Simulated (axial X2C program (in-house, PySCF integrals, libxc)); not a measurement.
## Outer orbitals of CoBr⁺ at 2.151 Å, B3LYP

All values were computed with an in-house all-electron X2C program for linear molecules (integrals from PySCF). Spin-free means the one-electron spin-free X2C Hamiltonian; two-component (2c) means X2C with spin–orbit coupling and atomic mean-field two-electron Coulomb and Gaunt terms, so the difference of the two also holds small scalar two-electron terms. Basis: Br dyall-cv3z [8s9p6d4f1g], Co dyall-cv3z [9s10p6d3f2g] (cores contracted in-house); Gaussian nuclei, density fitting, unrestricted open shells. Masses: Br 78.918 u, Co 58.933 u.

The distance is close to the 2c PBE0 minimum; the highest filled and lowest empty levels are listed.

Spin-free orbitals, state M_S = 3/2, Λ = 2 (beyond evenly filled blocks: π+α, π-α, δ+α, δ+β, δ-α) (Löwdin shares):

```json
{"symmetry": "σα", "occupied": "yes", "ε (eV)": "-28.09", "atomic character": "81% Br s, 8% Co p, 6% Co d"}
{"symmetry": "σβ", "occupied": "yes", "ε (eV)": "-27.67", "atomic character": "80% Br s, 8% Co p, 6% Co d"}
{"symmetry": "π+α", "occupied": "yes", "ε (eV)": "-18.55", "atomic character": "96% Co d, 4% Br p"}
{"symmetry": "π-α", "occupied": "yes", "ε (eV)": "-18.55", "atomic character": "96% Co d, 4% Br p"}
{"symmetry": "σα", "occupied": "yes", "ε (eV)": "-18.08", "atomic character": "75% Co d, 20% Br p, 3% Br s"}
{"symmetry": "δ-α", "occupied": "yes", "ε (eV)": "-18.03", "atomic character": "100% Co d"}
{"symmetry": "δ+α", "occupied": "yes", "ε (eV)": "-18.03", "atomic character": "100% Co d"}
{"symmetry": "σβ", "occupied": "yes", "ε (eV)": "-17.02", "atomic character": "52% Co d, 40% Br p, 4% Br s"}
{"symmetry": "δ+β", "occupied": "yes", "ε (eV)": "-15.55", "atomic character": "100% Co d"}
{"symmetry": "σα", "occupied": "yes", "ε (eV)": "-15.22", "atomic character": "55% Br p, 21% Co s, 20% Co d"}
{"symmetry": "π+β", "occupied": "yes", "ε (eV)": "-14.56", "atomic character": "69% Br p, 26% Co d, 4% Co p"}
{"symmetry": "σβ", "occupied": "yes", "ε (eV)": "-14.56", "atomic character": "42% Co d, 37% Br p, 19% Co s"}
{"symmetry": "π-β", "occupied": "yes", "ε (eV)": "-14.53", "atomic character": "73% Br p, 23% Co d, 4% Co p"}
{"symmetry": "π-α", "occupied": "yes", "ε (eV)": "-14.42", "atomic character": "88% Br p, 7% Co d, 5% Co p"}
{"symmetry": "π+α", "occupied": "yes", "ε (eV)": "-14.42", "atomic character": "88% Br p, 7% Co d, 5% Co p"}
{"symmetry": "δ-β", "occupied": "no", "ε (eV)": "-10.96", "atomic character": "100% Co d"}
{"symmetry": "π+β", "occupied": "no", "ε (eV)": "-10.84", "atomic character": "75% Co d, 22% Br p, 2% Co p"}
{"symmetry": "π-β", "occupied": "no", "ε (eV)": "-10.63", "atomic character": "78% Co d, 18% Br p, 2% Co p"}
{"symmetry": "σα", "occupied": "no", "ε (eV)": "-9.92", "atomic character": "57% Co s, 28% Co p, 11% Br p"}
```

Spinors with spin–orbit coupling (state Ω = 7/2):

```csv
ω,occupied,ε (eV),atomic character,λ mixture
1/2,yes,-28.10,"81% Br s, 8% Co p, 6% Co d",100% σ
-1/2,yes,-27.68,"80% Br s, 8% Co p, 6% Co d",100% σ
-1/2,yes,-18.59,"96% Co d, 4% Br p",100% π
3/2,yes,-18.51,"96% Co d, 3% Br p",100% π
-3/2,yes,-18.10,100% Co d,100% δ
1/2,yes,-18.09,"75% Co d, 20% Br p, 3% Br s",100% σ
5/2,yes,-17.95,100% Co d,100% δ
-1/2,yes,-17.04,"52% Co d, 40% Br p, 4% Br s","100% σ, 0% π"
3/2,yes,-15.61,100% Co d,100% δ
1/2,yes,-15.28,"56% Br p, 21% Co d, 19% Co s","91% σ, 9% π"
-1/2,yes,-14.69,"62% Br p, 27% Co d, 7% Co s","55% π, 45% σ"
1/2,yes,-14.64,"70% Br p, 23% Co d, 4% Co p","91% π, 9% σ"
-1/2,yes,-14.44,"62% Br p, 23% Co d, 12% Co s","56% σ, 44% π"
-3/2,yes,-14.40,"69% Br p, 26% Co d, 4% Co p",100% π
3/2,yes,-14.26,"88% Br p, 6% Co d, 5% Co p",100% π
-5/2,no,-10.91,100% Co d,100% δ
1/2,no,-10.83,"78% Co d, 19% Br p, 2% Co p",100% π
-3/2,no,-10.64,"75% Co d, 21% Br p, 2% Co p",100% π
1/2,no,-9.91,"57% Co s, 28% Co p, 11% Br p",100% σ
```

How does the gap between the highest filled and lowest empty level change from the spin-free to the 2c table?

From 3.46 to 3.35 eV at B3LYP, a change of -0.11 eV.

Mulliken charges and populations of the two-component result (they depend on the basis, above all on diffuse functions):

Br 0.03 e (s 8.00 p 16.93 d 10.04 f 0.01), Co 0.97 e (s 6.49 p 12.16 d 7.38). ⟨Lz⟩ = 2.00 ħ and ⟨Sz⟩ = 1.50 ħ (0.20 and 1.30 on the two atoms), which add up to Ω.

The state is a single determinant with fixed occupations, the lowest that a limited PBE0 search found. Density functionals use the spin component along the axis (collinear). Other states lie close and PBE0, whose exact exchange favours high spin, may order them wrongly; the determinant shown need not be the ground state. The nearest other spin-free determinant of the search, M_S = 3/2, Λ = 3, lies 0.13 eV up at the distance of the search. Without a current term, density functionals place determinants with orbital angular momentum somewhat too high. With several unpaired electrons one determinant need not be a pure state.
